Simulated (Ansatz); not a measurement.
## How methods differ on SiSe (SMILES [Si][Se])

The species is SiSe (2 atoms), meant as a singlet with charge 0. SMILES: `[Si][Se]`. Geometry: relaxed at PBE0-D4/def2-TZVP.

```xyz
2

Si    0.0000    0.0000    0.0314
Se    0.0000    0.0000    2.0931
```

Each level gives the energy change with the Si1–Se2 bond stretched from 2.062 to 5.311 Å (eV). The values are calculated.

```
                        level                    kind  program  value (eV)  less FCI/STO-3G  CPU time (all runs)
       HF/STO-3G (restricted)            Hartree–Fock   Ansatz        8.83            +2.55               0.49 s
    SVWN5/STO-3G (restricted)                     LDA   Ansatz        9.51            +3.23                5.3 s
     BLYP/STO-3G (restricted)                     GGA   Ansatz        8.75            +2.47                 11 s
   r2SCAN/STO-3G (restricted)                meta-GGA   Ansatz        9.63            +3.35                 36 s
    HSE06/STO-3G (restricted)  range-separated hybrid   Ansatz       10.32            +4.04                 19 s
  RPA@PBE/STO-3G (restricted)                     RPA   Ansatz        4.35            -1.93                 12 s
      MP2/STO-3G (restricted)     perturbation theory   Ansatz       10.15            +3.87                2.3 s
CCSD(T)/STO-3G (unrestricted)   coupled cluster or CI   Ansatz        6.26            -0.02                3.2 s
                   FCI/STO-3G      exact in the basis   Ansatz        6.28             0.00                5.7 s
```

FCI/STO-3G is exact within its basis and frozen core, so for wave-function methods in that basis the difference is their error; functionals converge differently with the basis, so for them it is only a difference. A spin-restricted reference rises too steeply as a bond breaks; here HF/STO-3G, SVWN5/STO-3G, BLYP/STO-3G, r2SCAN/STO-3G, HSE06/STO-3G, MP2/STO-3G lie well above the multireference or unrestricted value. All-electron rows without a relativistic Hamiltonian named are non-relativistic. The first shape isn't each level's own minimum. The values span 4.35 to 10.32 eV. Spin contamination of the reference (⟨S²⟩ at least 0.1 too high) touches CCSD(T)/STO-3G. All rows use very small basis sets, so none should be taken for the real molecule's value. In the correlated wave-function rows the outer d shell of Se is correlated, in sets not made for it. In so small a basis fixed costs decide the times, and correlated methods can beat functionals. CPU times are rough (shared hosts, several kinds of processor and program).
